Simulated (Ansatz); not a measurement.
Consider the formal exchange of groups at the Si–O bond: `CO[SiH](Cl)O[SiH3]` + `CC` → `CC[SiH](Cl)O[SiH3]` + CH₃OH.

Calculated with Ansatz (gas phase, PBE0-D4/def2-TZVP geometries, no zero-point term in ΔE). CCSD(T)/CBS is the MP2 limit (def2-TZVPP, def2-QZVPP) plus CCSD(T) − MP2 in def2-TZVPP, frozen cores. This one scheme is used for every species. Functionals use def2-TZVPP. B3LYP here is the variant with VWN-RPA as its local correlation; programs differ in this. One conformer a species, not always the lowest.

```
             level  ΔE (kJ/mol)  difference from CCSD(T)/CBS
            PBE-D4        103.2                        -10.5
         r2SCAN-D4        115.7                          2.0
           PBE0-D4        106.4                         -7.3
          B3LYP-D4        116.4                          2.7
           ωB97X-V        113.5                         -0.2
           ωB97M-V        113.1                         -0.6
            B2PLYP        120.5                          6.8
               PBE        106.0                         -7.7
            r2SCAN        116.7                          3.0
              PBE0        109.0                         -4.7
             B3LYP        120.7                          7.0
     HF/def2-TZVPP        133.3                         19.6
    MP2/def2-TZVPP        115.4                          1.7
SCS-MP2/def2-TZVPP        118.7                          5.0
   CCSD/def2-TZVPP        117.0                          3.3
CCSD(T)/def2-TZVPP        114.8                          1.1
     HF/def2-QZVPP        134.7                         21.0
    MP2/def2-QZVPP        115.2                          1.5
SCS-MP2/def2-QZVPP        118.5                          4.8
      HF/CBS(def2)        134.9                         21.2
     MP2/CBS(def2)        114.3                          0.6
    CCSD/CBS(def2)        115.9                          2.2
       CCSD(T)/CBS        113.7                            0
```

Largest T1 diagnostic among the species: 0.011.

In def2-TZVPP, CCSD(T) changes the Hartree–Fock value by −18.5 kJ/mol (the triples alone add −2.1 kJ/mol) and MP2 by −17.9 kJ/mol. The D4 term adds −4.4 kJ/mol with B3LYP and −2.6 kJ/mol with PBE0; it sums over pairs of atoms, weighted by their polarisabilities, and B3LYP, whose exchange is more repulsive, gets the larger term.
